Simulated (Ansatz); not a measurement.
Input file for Ansatz (a quantum-chemistry and plane-wave program): R-CCSD(T)/def2-TZVPPD on CdH2S (SMILES [SH][CdH]), atoms moved off the minimum. Elements past Kr take the def2 small-core potentials; no spin–orbit coupling. Files ending in .json are basis or fitting sets from the Basis Set Exchange.

Ansatz 0.2 input:
```yaml
crystal:
  periodic: [false, false, false]
  atoms:
    - {symbol: Cd, position_ang: [-0.28674051, -0.19027534, -0.38527235]}
    - {symbol: H, position_ang: [-1.31578846, -0.70238995, -1.69930769]}
    - {symbol: S, position_ang: [1.15496043, 0.68230427, 1.35793457]}
    - {symbol: H, position_ang: [0.97486452, -0.48726260, 1.95245694]}
basis:
  gaussian:
    orbitals: def2-TZVPPD.json
magnetization: {spin_polarized: false}
correlation: {method: ccsd_t, electrons: outside_noble_gas}
scf: {lower_state_search: off}
output: {forces: true}
```

The head of its log:

```
WARN ansatz: RAYON_NUM_THREADS=1 ignored (pool sized by the plan → 1); use --threads N
Functional definition: HF
these checks for a lower state are left out or cut short: starts, cluster_reference, orbital_swaps, neighbouring_geometries, increment
integrals: 0.29 GiB planned
865 factors; integrals over basis functions are off by at most 8.7e-4 eV
mean field: 0.35 GiB planned
mean field evaluation 1: about -15388.8680 eV, gradient 1.8e1 eV
mean field evaluation 2: about -15389.0896 eV, gradient 1.8e1 eV
mean field evaluation 4: about -15390.3790 eV, gradient 2.2e0 eV
mean field evaluation 8: about -15390.4058 eV, gradient 2.5e-1 eV
mean field evaluation 16: about -15390.4061 eV, gradient 1.8e-6 eV
mean field -15390.40613588 eV, -565.5869935017 hartree, gradient 1.8e-6 eV, S^2 0.000000; 0 other end points of the search recorded, 0 dependent functions left out
9 core orbitals not correlated
reference -15390.40613588 eV, -565.5869935017 hartree; 10, 10 occupied and 122, 122 virtual orbitals, 865 factors
too little memory for Intel AMX tiles; the run may be slower
densities: 1.26 GiB planned
```

Q: What total energy does the run end on?

A: -566.2394 hartree (reference determinant -565.5870, T1 diagnostic 0.015).
